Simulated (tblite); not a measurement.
Run record: tight-binding relaxation, `FB(F)[C@]12C[C@](C2)(C(F)(F)F)C1`.

Computed with GFN2-xTB geometry optimisation, gas phase (tblite 0.8.0). Start geometry: from a force field or distance geometry. The command runs a driver script over a list of jobs; the input below is this job's line of settings and its coordinates in Å.

Command:
```bash
OMP_NUM_THREADS=1 python probes_run.py task.json out
```

Input:
```
{"job": {"kind": "relax", "xc": "GFN2-xTB", "basis": "xTB"}, "charge": 0, "multiplicity": 1}
F      3.412100    -0.288800    -0.567600
B      2.378200    -0.616300     0.420300
F      2.966000    -0.759600     1.762400
C      0.993500    -0.314000     0.171400
C      0.415600     0.438400    -1.002800
C     -0.776900     0.208600    -0.135700
C     -2.104600     0.495600    -0.393200
F     -2.946700     0.150700     0.656300
F     -2.347500     1.836500    -0.603100
F     -2.600500    -0.159400    -1.524200
C      0.086600     0.577900     1.011800
C     -0.196000    -1.192100     0.045100
H      0.839800     1.444800    -1.031000
H      0.441600    -0.141300    -1.965000
H      0.535800     1.589000     1.059300
H     -0.163800     0.159200     2.027500
H     -0.303800    -1.762200    -0.877500
H     -0.638100    -1.660500     0.934200
```

Output:
```
step      E/eV     max force
  0   -1109.97859    7.543
  1   -1111.29150    1.893
  2   -1111.48339    1.009
  3   -1111.56699    0.750
  4   -1111.66754    0.579
  5   -1111.69326    0.404
  6   -1111.72155    0.370
  7   -1111.73486    0.361
  8   -1111.74391    0.177
  9   -1111.74767    0.162
... (27 lines left out)
 37   -1111.80682    0.030
 38   -1111.80698    0.032
 39   -1111.80717    0.041
 40   -1111.80739    0.040
 41   -1111.80759    0.036
 42   -1111.80772    0.025
 43   -1111.80779    0.017
 44   -1111.80785    0.017
 45   -1111.80788    0.015
 46   -1111.80790    0.008
```

«max force» is the largest atomic force in eV/Å.

**Question.** From which step on does the largest force stay under 0.1 eV/Å, and how much energy is left to gain from there?

**Answer.** From step 21 (0.097 eV/Å), 5.3 meV above the end.

Summary of the converged run: energy lowered by 42.2 kcal/mol over 46 steps; largest atomic force 0.008 eV/Å at the end.

**Question.** Give the final coordinates.

**Answer.** 0.161 Å rms from the input after alignment:
```
atom  x, y, z in Å
F1     3.4716   -0.5643   -0.4521
B2     2.5315   -0.6053    0.4659
F3     2.9440   -1.0042    1.6492
C4     1.0393   -0.2260    0.1789
C5     0.4340    0.5004   -1.0522
C6    -0.7626    0.1850   -0.1423
C7    -2.2069    0.5167   -0.4017
F8    -3.0026    0.1501    0.6163
F9    -2.3996    1.8330   -0.5852
F10   -2.6789   -0.0981   -1.4985
C11    0.0895    0.6511    1.0463
C12   -0.1645   -1.2134    0.0595
H13    0.6913    1.5497   -1.1718
H14    0.4778   -0.0257   -2.0023
H15    0.3222    1.7119    1.0934
H16   -0.1808    0.2629    2.0247
H17   -0.1639   -1.8738   -0.8040
H18   -0.4500   -1.7436    0.9642
```

**Question.** Estimate the wall time. Hardware: one thread of an Intel Xeon at 2.50 GHz, no GPU, shared host with 64 logical CPUs at a one-minute load of 53.

**Answer.** About 1.1 s.
Labels such as C1 count atoms from 1, the log's own numbers from 0.
